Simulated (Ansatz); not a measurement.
Cost and result for the atomization energy of BFGaH$_{4}$N (`B[NH][GaH][F]`) (8 atoms, 7 bonds).

Cartesian coordinates in Å:
```
B 0.666 0.459 1.209
N -0.326 0.462 0.223
Ga -0.356 -0.706 -1.193
F -1.741 -0.427 -2.237
H 1.552 -0.349 1.130
H 0.632 1.247 2.111
H -1.072 1.141 0.288
H 0.646 -1.827 -1.530
```

Total charge 0; spin multiplicity 1. Correlated methods include outer-core shells of Ga, which these sets cover unevenly. Scalar relativity is left out up to krypton. All single points use the PBE0-D4/def2-TZVP geometry. It is one conformer, not always the lowest. Program: Ansatz. All runs use 2 threads of an Arm Neoverse V1 on a shared host. Times are those of one run each, without the atoms' runs, and a repeat can differ threefold. Electronic energies, without spin–orbit coupling; frozen cores. CCSD(T)/CBS adds CCSD(T) − MP2 in def2-TZVPP to the MP2 limit, and its time is that of the two runs behind it. T1 = 0.014. With those shells the extrapolation isn't a true limit. B3LYP takes the VWN-RPA correlation (the form of Gaussian; ORCA's B3LYP/G). HSE06 is the plane-wave form, built on full-range PBE exchange.

CCSD(T)/CBS is a level of theory with its own doubt, some kJ/mol a heavy atom from the limit and from the frozen cores, so smaller differences don't rank the functionals.

```tsv
level	functions	wall time	atomization (kcal/mol)	difference from CCSD(T)/CBS	per bond
revPBE-D4/def2-TZVPP	197	2.4 s	638.1	-10.1	-1.5
BLYP-D4/def2-TZVPP	197	2.6 s	647.0	-1.2	-0.2
BHLYP-D4/def2-TZVPP	197	4.1 s	629.3	-18.9	-2.7
HSE06-D4/def2-TZVPP	197	4.3 s	643.9	-4.3	-0.6
B3LYP-D4/def2-TZVPP (with forces)	197	5 s	647.2	-1.0	-0.1
B2PLYP/def2-TZVPP	197	7 s	643.6	-4.6	-0.7
PBE-QIDH/def2-TZVPP	197	7 s	643.3	-4.9	-0.7
CCSD(T)/def2-SVP	94	7 s	612.9	-35.3	-5.0
B97M-V/def2-TZVPP	197	11 s	649.1	0.9	0.1
ωB97M-V/def2-TZVPP (with forces)	197	15 s	648.9	0.7	0.1
MP2/def2-QZVPP	380	28 s	656.8	8.6	1.2
CCSD(T)/def2-TZVPP	197	2.3 min	633.7	-14.5	-2.1
CCSD(T)/CBS(def2)	–	2.7 min	648.2	0.0	0.0
```

From r2SCAN to r2SCAN0 (25 % exact exchange), in def2-TZVPP and without D4, the atomization energy moves by −12.1 kcal/mol: exact exchange takes away binding that semilocal exchange gives to molecules. In def2-TZVPP, CCSD(T) changes the Hartree–Fock value by +160.3 kcal/mol (the triples alone add +9.3 kcal/mol) and MP2 by +174.6 kcal/mol; breaking electron pairs costs correlation energy, which Hartree–Fock lacks. At CCSD(T), def2-SVP lies −35.3 kcal/mol from the extrapolated value and def2-TZVPP −14.5 kcal/mol: correlation converges slowly with the basis, and small sets miss more of it in the bonded molecule than in its fragments.
